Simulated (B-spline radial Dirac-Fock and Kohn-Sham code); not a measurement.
**Dispersion corrections for Ag to Hf**

Level of theory: the dispersion relation over Dirac-Hartree-Slater subshell photoionisation cross sections, with the Kissel-Pratt high-energy constant (isolated atom, no bound-bound lines or fine structure); a radial atomic solver. Values in electrons; * marks an element with an edge within 2 % of one of the energies, where the values are sensitive to the edge position.

```tsv
Z	element	f′ at 1000 eV	f″ at 1000 eV	f′ at 2984.4 eV	f″ at 2984.4 eV	f′ at 17479.3 eV	f″ at 17479.3 eV
47	Ag	-8.336	17.818	-8.877	3.942	-0.880	1.120
48	Cd	-9.049	19.433	-7.779	4.333	-0.788	1.223
49	In	-9.959	20.996	-7.023	4.746	-0.706	1.332
50	Sn	-11.115	22.658	-6.443	5.189	-0.629	1.449
51	Sb	-12.569	24.404	-5.977	5.659	-0.559	1.572
52	Te*	-14.940	25.069	-5.592	6.166	-0.494	1.704
53	I	-15.982	26.894	-5.270	6.700	-0.434	1.844
54	Xe*	-20.062	27.853	-4.935	7.336	-0.372	1.995
55	Cs*	-23.605	25.585	-4.732	7.903	-0.325	2.149
56	Ba	-23.578	27.263	-4.709	8.499	-0.284	2.312
57	La	-26.526	29.113	-4.625	9.143	-0.246	2.483
58	Ce	-30.640	31.209	-4.549	9.819	-0.208	2.665
59	Pr	-37.152	34.622	-4.441	10.552	-0.171	2.858
60	Nd*	-56.676	23.334	-4.410	11.282	-0.146	3.055
61	Pm	-43.909	6.967	-4.460	12.012	-0.127	3.264
62	Sm	-37.500	7.420	-4.484	12.848	-0.112	3.482
63	Eu	-34.814	7.859	-4.628	13.608	-0.108	3.710
64	Gd	-32.348	8.341	-4.802	14.430	-0.116	3.944
65	Tb	-31.476	8.990	-4.887	15.437	-0.115	4.197
66	Dy	-30.507	9.532	-5.131	16.316	-0.135	4.457
67	Ho	-29.720	10.163	-5.385	17.286	-0.164	4.727
68	Er	-29.102	10.851	-5.697	18.295	-0.204	5.008
69	Tm	-28.600	11.596	-6.085	19.358	-0.254	5.300
70	Yb	-28.165	12.363	-6.533	20.397	-0.323	5.602
71	Lu	-27.627	13.193	-7.149	21.344	-0.414	5.910
72	Hf	-27.252	14.081	-7.868	22.525	-0.515	6.239
```

Values without a named source are computed, but for edge energies of neutral atoms, which are taken from tables.
